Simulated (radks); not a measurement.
Numerical settings for the titanium ion Ti+, [Ar] 3d2 4s1. Method: scalar-relativistic Kohn-Sham, BLYP, spin-polarised, spherical densities, point nucleus; open shells are filled with parallel spins first; computed with a radial shooting solver on a logarithmic mesh with Libxc functionals. The defaults (mesh step 0.008 in ln r, mesh end at 40 bohr or more with all orbitals vanishing there, Anderson mixing 0.5 over 9 steps, residual threshold near 1e-9 with the energy settled to 1e-9 hartree or 1e-11 of itself, here a cap of 70 iterations) give E = -853.6077 hartree and 4s at -10.819 eV in 14 iterations. Run on one thread of a shared host, so times are rough (Intel(R) Xeon(R) 6975P-C): 0.11 s of CPU time, 0.11 s wall, 14 iterations on 2546 mesh points. Changes against that run (0 stands for a change within the tolerance of the run):

setting                    iterations         converged  E (mhartree)  e(4s) (meV)  CPU (s)
mesh step in ln r 0.05             14               yes      +0.00169            0     0.02
mesh step in ln r 0.12              2                no      diverged            -     0.01
mesh step in ln r 0.003            14               yes             0            0     0.28
mesh end (bohr) 20                 14               yes             0            0     0.11
mesh end (bohr) 3                  13  level above zero        +1e+03    +2.44e+04     0.08
residual threshold 1e-16           70                no             0            0     0.28
residual threshold 0.001            9               yes             0       -0.702     0.08
mixing 2.5                         15               yes             0            0     0.12
linear mixing, mixing 1            70                no     +2.04e+03    +2.98e+03     0.75
linear mixing, mixing 0.8          51               yes             0            0     0.31
mixing history 3                   17               yes             0            0     0.12
iteration cap 5                     5                no         +0.11        +83.6     0.05

Settled on a wrong energy, with an occupied level pushed above zero by the early mesh end: mesh end (bohr) 3 (+1 hartree). Apart from these: no run marked as converged misses the energy by more than 1 mhartree. A mesh that ends early acts as a hard wall.
